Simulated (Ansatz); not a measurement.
```yaml
crystal:
  periodic: [false, false, false]
  atoms:
    - {symbol: F, position_ang: [-2.088290, -0.890864, 1.099625]}
    - {symbol: Al, position_ang: [-0.728645, -0.338860, 0.383059]}
    - {symbol: C, position_ang: [0.852992, 0.037780, -0.430777]}
    - {symbol: N, position_ang: [0.176598, 1.120413, -0.177078]}
    - {symbol: H, position_ang: [1.837244, -0.002170, -0.916229]}
basis:
  gaussian: {orbitals: aug-cc-pVTZ}
total_charge: 1
magnetization: {spin_polarized: true, initial_magnetization: 1}
hamiltonian: {xc: {name: HF}}
correlation: {method: ccsd}
scf: {lower_state_search: off}
multiplicity: 3
```

```sh
$ ansatz run in.yaml --threads 2 --pin off --events-out ev --progress --plain --max-ram 4352MiB
```

Shortened log:

```
Error: YAML parse error: error: line 16 column 1: unknown field `multiplicity`, expected one of crystal, accuracy, basis, kpoints, hamiltonian, magnetization, projection, total_charge, correlation, batch, efield, external_charges, scf, relax, neb, saddle, md, ramp, phonons, dielectric, real_time, elastic, magnetic_configurations, gw, evaluate, workflow, output, checkpoint, execution
14 | correlation: {method: ccsd}
15 | scf: {lower_state_search: off}
16 | multiplicity: 3
```

In this input the input holds a key that doesn't belong there. The program refused the input.
